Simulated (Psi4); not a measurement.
A dimer, N2 ··· F4Si (SMILES N#N and F[Si](F)(F)F); the first 2 atoms form monomer A.

```
7

N      0.5455     0.0000     0.0000
N     -0.5455     0.0000     0.0000
F     -2.0250    -2.5308     0.2305
Si    -3.1552    -1.6634    -0.4225
F     -4.4343    -2.5437    -0.6340
F     -3.5010    -0.4604     0.5208
F     -2.6605    -1.1191    -1.8066
```

What interaction energy does SAPT0/jun-cc-pVDZ, frozen core (Psi4 1.11) give, and which attractive term is the largest?

Total -0.03 kcal/mol: electrostatics -1.91, exchange 3.68, induction -0.46, dispersion -1.35. The most attractive term is electrostatics.
